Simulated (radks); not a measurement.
Q: Dipole-allowed excitations along the series with 80 electrons in [Hg]. Method: scalar-relativistic Kohn-Sham, PBE, spin-unpolarised, spherical densities, finite nucleus; Fermi nuclear charge, rms radius of each element as measured or else 0.836 A^(1/3) + 0.57 fm; computed with a radial shooting solver on a logarithmic mesh with Libxc functionals. Time-dependent linear response with the Hartree and adiabatic LDA kernel, continuum included through the Sternheimer equations, no spin-orbit coupling, so fine structure and intercombination lines are absent. Lines are the poles of the dipole polarisability below minus the highest occupied eigenvalue, found on a grid refined at the orbital gaps; the lowest seven at most are given, and weak or close lines can be missed. The first line takes the name of the lowest orbital gap if no other gap lies below it; otherwise a line is named after a gap within 0.6 % of it, if that gap stands alone.

| species | -e(HOMO) (eV) | lowest orbital gap (eV) | first line (eV) | f | static alpha (bohr^3) |
|---|---|---|---|---|---|
| Hg | 6.811 | 6s-6p 5.764 | 6.273 (6s-6p) | 0.953 | 35.15 |
| Tl+ | 16.300 | 6s-6p 8.108 | 9.189 (6s-6p) | 1.33 | 19.80 |

Estimate the first line of Pb2+, its oscillator strength and the static polarisability.

A: 11.701 eV (6s-6p), f = 1.47, alpha = 13.18 bohr^3.
